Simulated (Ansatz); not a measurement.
```xyz
14

C     0.0000    0.0000    0.0000
C     0.0000    0.8556    1.2684
C     0.0000    0.0000    2.5368
C     0.0000    0.8556    3.8053
H     0.0000    0.6484   -0.8762
H     0.8898   -0.6294   -0.0144
H    -0.8898   -0.6294   -0.0144
H    -0.8818    1.4963    1.2684
H     0.8818    1.4963    1.2684
H     0.8818   -0.6407    2.5368
H    -0.8818   -0.6407    2.5368
H     0.0000    0.2072    4.6815
H     0.8898    1.4849    3.8197
H    -0.8898    1.4849    3.8197
```

Basis set: 6-31G* (spherical functions). Correlated methods keep 4 orbitals frozen. Charge 0, multiplicity 1.

Computed with Ansatz (development build ahead of 0.2.0); each method stands on the lowest determinant of its kind that the runs found. Restricted open shells among the atoms or ions are ROHF, correlated in semicanonical orbitals with singles.

The atomization energy at this shape (free ground-state atoms in the same class of orbitals less the molecule, no zero-point energy) of singlet C₄H₁₀:

```json
{"method": "RHF-MP2", "atomization energy": "5021.4 kJ/mol"}
```

Problem. What does RHF give?

Solution. 4217.7 kJ/mol.
